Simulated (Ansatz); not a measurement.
A nudged elastic band was laid between two geometries of BClF$_{2}$H$_{2}$O (7 atoms, charge 0, multiplicity 1).

All numbers below come from RKS LDA/6-31G* in Ansatz.

```
movable images  : 9
climbing image  : yes
spring          : 5.0 eV/Å²
optimiser       : quadratic models (default)
start path      : through a guess of the saddle point
force threshold : 0.03 eV/Å
iteration limit : 60
end points      : relaxed
```

Initial state:

```xyz
7
Properties=species:S:1:pos:R:3
B 0.051 -0.105 0.155
Cl -0.070 0.553 1.872
F 1.168 0.220 -0.494
F -1.101 -0.051 -0.552
O 0.165 -1.740 0.455
H -0.675 -2.101 0.084
H 0.112 -1.808 1.441
```

Final state:

```xyz
7
Properties=species:S:1:pos:R:3
B -0.054 -0.392 -0.699
Cl 0.553 -0.744 3.342
F 0.759 0.633 -0.636
F -0.621 -0.724 -1.844
O -0.299 -1.105 0.434
H -0.918 -1.852 0.306
H 0.230 -0.845 2.058
```

**Question.** What changes between the two ends?

**Answer.** Bonds broken: B1–Cl2, O5–H7. Bonds formed: Cl2–H7. BClF2H2O becomes BF2HO + ClH.

**Question.** Give the energies along the band, and the barrier.

**Answer.** It converged. The highest image is number 2 of 0 to 10, 12.1 kcal/mol above the first end and 12.3 kcal/mol above the last; the last end lies 0.2 kcal/mol below the first. A vibrational analysis at the climbing image gives one clearly imaginary mode, 741i cm⁻¹: a first-order saddle point. The orbitals stay closed-shell, which can raise the energy where a bond breaks towards radicals; this wasn't checked here.

```
image  path coordinate (Å)  energy (kcal/mol)  B1–Cl2 (Å)  O5–H7 (Å)  Cl2–H7 (Å)
    0                 0.00                0.0        1.84       0.99        2.41
    1                 0.42                3.6        1.95       1.04        1.91
    2                 0.85               12.1        2.25       1.28        1.53
    3                 1.23                5.7        2.61       1.62        1.36
    4                 1.62                2.1        2.99       1.79        1.33
    5                 2.00                1.1        3.26       1.78        1.33
    6                 2.38                0.6        3.49       1.75        1.33
    7                 2.77                0.2        3.71       1.73        1.33
    8                 3.15                0.0        3.90       1.72        1.33
    9                 3.54               -0.1        4.04       1.72        1.33
   10                 3.92               -0.2        4.10       1.73        1.33
```

**Question.** What is the geometry of the highest image?

**Answer.** 
```xyz
7
Properties=species:S:1:pos:R:3
B 0.053 -0.315 -0.078
Cl -0.053 0.173 2.115
F 1.173 0.235 -0.493
F -1.112 0.016 -0.616
O 0.164 -1.721 0.346
H -0.685 -2.184 0.158
H 0.108 -1.234 1.529
```

**Question.** What are the harmonic wavenumbers there?

**Answer.** 741i, 187, 230, 350, 415, 453, 523, 640, 896, 956, 1125, 1290, 1490, 1513, 3627 cm⁻¹.

The band took 16 iterations and about 3 core-minutes.

Run time: 3.4 min on 1 thread of Arm Neoverse V1, on a shared host, peak memory 0.14 GiB.
